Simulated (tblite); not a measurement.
Compound: C8H11ClSi.
Z-matrix (Å and degrees, GFN2-xTB geometry), rows numbered from 1:
```
Si
C   1  1.9116
C   2  1.4826  1  110.80
C   3  1.3496  2  128.15  1    99.41
C   4  1.4698  3  109.44  2  -178.13
C   5  1.5167  4  123.46  3  -144.33
C   6  1.4808  5   60.81  4  -111.49
C   5  1.4728  4  103.56  3     0.11
Cl  8  1.7115  5  122.52  4  -180.00
C   8  1.3448  5  109.73  4     0.06
H   1  1.4627  2  108.85  3   -61.38
H   1  1.4626  2  109.61  3    58.87
H   1  1.4649  2  108.41  3   178.72
H   2  1.0905  1  109.63  3   121.22
H   2  1.0908  1  109.38  3  -121.00
H   4  1.0738  3  127.24  2     2.09
H   6  1.0792  5  116.55  7  -109.65
H   6  1.0789  5  116.76  7   109.82
H   7  1.0790  5  116.73  6  -109.94
H   7  1.0791  5  116.53  6   109.61
H  10  1.0741  3  124.43  2    -2.04
```

Calculated harmonic vibrations of the isolated species, GFN2-xTB (tblite), most abundant isotopes, no scaling. Errors from tens to a few hundred cm⁻¹ against measured bands are possible. Modes of hydrogen on silicon can be 10 to 20 % off. One conformer, not necessarily the lowest.

Harmonic wavenumbers (cm⁻¹): 37.2, 71.3, 97.2, 128.4, 170.0, 181.7, 221.9, 237.0, 382.1, 406.3, 434.2, 485.7, 505.7, 557.4, 580.0, 609.6, 705.2, 746.4, 768.1, 771.0, 785.9, 788.1, 796.1, 800.6, 830.8, 912.9, 930.0, 938.2, 966.1, 985.0, 1057.7, 1059.7, 1070.0, 1092.3, 1146.1, 1156.2, 1175.0, 1207.9, 1307.8, 1340.4, 1393.8, 1416.8, 1460.1, 1479.5, 1550.9, 1638.6, 2254.8, 2273.2, 2276.7, 2976.0, 2988.7, 3089.6, 3092.2, 3098.4, 3115.2, 3143.5, 3144.7.

A = 1750, B = 551.5, C = 465.9 MHz; mass 170.032 u (most abundant isotopes); point group C1, symmetry number 1.

Task: What is the zero-point energy?

Result: ½Σν̃ = 34418 cm⁻¹ = 98.41 kcal/mol.

Task: What is S at 350 K and 1 bar for an ideal gas of classical rigid rotors and harmonic oscillators?

Result: Translation 42.12, rotation 31.43, vibration 39.74: S = 113.3 cal/(mol K).

Task: And Cp and H(350 K) − H(0)?

Result: Cp = 51.05 cal/(mol K), of which vibrations give 43.10 (their classical limit is 57 R = 113.3); H(350 K) − H(0) = 10.13 kcal/mol without the zero-point energy, 7.35 from vibrations.

Task: Which modes carry the vibrational entropy at 350 K?

Result: 37.2 cm⁻¹: 5.72; 71.3 cm⁻¹: 4.43; 97.2 cm⁻¹: 3.82; 128.4 cm⁻¹: 3.28; 170.0 cm⁻¹: 2.74; 181.7 cm⁻¹: 2.61 cal/(mol K); the other 51 give 17.13 together.

Task: What must be added to the electronic energy to get the Gibbs energy at 350 K and 1 bar?

Result: ZPE + [H(350 K) − H(0)] − T·S = 98.41 + 10.13 − 39.65 = 68.89 kcal/mol.

Task: Blend soft modes into free rotors: weight 1/[1 + (100 cm⁻¹/ν̃)⁴] for the oscillator and the rest for a rotor with moment μB/(μ + B), μ = h/(8π²ν), B = 10⁻⁴⁴ kg m². What vibrational entropy results?

Result: 36.60 cal/(mol K) in place of 39.74, which changes −T·S at 350 K by +1.10 kcal/mol.

Hindered rotation and anharmonicity are outside this model. Other conformers, if any are populated, would add a mixing term that is left out. The structure is chiral; the term R ln 2 for an equal mix with its mirror image is left out.
